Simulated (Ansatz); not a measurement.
Start from `CC1=CC(C(F)(F)F)=[O+][Ga-]([CH3])([CH3])[O]1` and change one atom or group to get `CC1=CC(C(F)(F)F)=[O+][Ti-]([OH])([F])([Cl])[O]1`.

Ansatz, PBE0-D4/def2-TZVP geometries, multiplicity 1. Each molecule was computed in one conformer, which needn't be the lowest.

Scalar relativity is left out up to krypton.

```
                                          property  `CC1=CC(C(F)(F)F)=[O+][Ga-]([CH3])([CH3])[O]1`
              HOMO–LUMO gap (PBE0/def2-TZVPP) / eV                                            4.93
size of the dipole moment (ωB97M-V/def2-TZVPP) / D                                            3.25
                 HOMO energy (PBE/def2-TZVPP) / eV                                           -6.04
             LUMO energy (ωB97M-V/def2-TZVPP) / eV                                           -0.17
    size of the dipole moment (PBE/def2-TZVPP) / D                                            2.99
             HOMO–LUMO gap (B3LYP/def2-TZVPP) / eV                                            4.51
```

Problem. Give the same properties after the change, and the shifts. (Estimate.)

Solution. Ansatz gave: 
| property | `CC1=CC(C(F)(F)F)=[O+][Ti-]([OH])([F])([Cl])[O]1` | shift |
| --- | --- | --- |
| HOMO–LUMO gap (PBE0/def2-TZVPP) / eV | 5.29 | 0.36 |
| size of the dipole moment (ωB97M-V/def2-TZVPP) / D | 6.79 | 3.54 |
| HOMO energy (PBE/def2-TZVPP) / eV | -7.10 | -1.06 |
| LUMO energy (ωB97M-V/def2-TZVPP) / eV | -0.91 | -0.74 |
| size of the dipole moment (PBE/def2-TZVPP) / D | 6.38 | 3.39 |
| HOMO–LUMO gap (B3LYP/def2-TZVPP) / eV | 4.87 | 0.36 |

With PBE0 the HOMO falls by 1.10 eV and the LUMO falls by 0.72 eV, so the gap widens by about 0.38 eV. PBE moves the HOMO by -1.06 eV and ωB97M-V by -1.08 eV. Dipoles are sizes alone; their direction can turn.

B3LYP here is the variant with VWN-RPA as its local correlation; programs differ in this.
